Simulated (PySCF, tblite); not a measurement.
Isomers of C6H6ClN2 (doublet state), one GFN2-xTB conformer each. Single-point energies are computed at B3LYP/pcH-1 (PySCF, gas phase, no added dispersion term), electronic only. GFN2-xTB treats the open shell by occupation alone, and not every SCF solution was tested for stability.

```
                  SMILES  GFN2-xTB relative energy (kcal/mol)
  CC[C@H](Cl)[C](C#N)C#N                                  0.0
[CH2]C[C@H](Cl)C(C#N)C#N                                 27.2
```

Conformers: `[CH3:1][CH2:2][C@H:3]([Cl:4])[C:5]([C:6]#[N:7])[C:8]#[N:9]` (doublet state) with C1–C2–C3–Cl4 -66°, C2–C3–C5–C6 -148°; `[CH2:1][CH2:2][C@H:3]([Cl:4])[CH:5]([C:6]#[N:7])[C:8]#[N:9]` (doublet state) with H–C1–C2–C3 141° and -41°, C1–C2–C3–Cl4 -65°, C2–C3–C5–C6 56°.

Question: What does B3LYP/pcH-1 give for the same structures?

Answer: 
```
                  SMILES  B3LYP/pcH-1 E (Eh)  B3LYP/pcH-1 (kcal/mol)  GFN2-xTB (kcal/mol)  point group
  CC[C@H](Cl)[C](C#N)C#N          -801.90368                     0.0                  0.0           C1
[CH2]C[C@H](Cl)C(C#N)C#N          -801.86821                    22.3                 27.2           C1
```

Both levels put the same isomer lowest. 

Question: What happens when harmonic zero-point energies from GFN2-xTB frequencies are added?

Answer: 
| SMILES | ZPE (kcal/mol) | electronic (kcal/mol) | with ZPE (kcal/mol) |
| --- | --- | --- | --- |
| CC[C@H](Cl)[C](C#N)C#N | 66.2 | 0.0 | 0.0 |
| [CH2]C[C@H](Cl)C(C#N)C#N | 64.2 | 22.3 | 20.3 |

The zero-point energies span 2.0 kcal/mol. The order is unchanged.
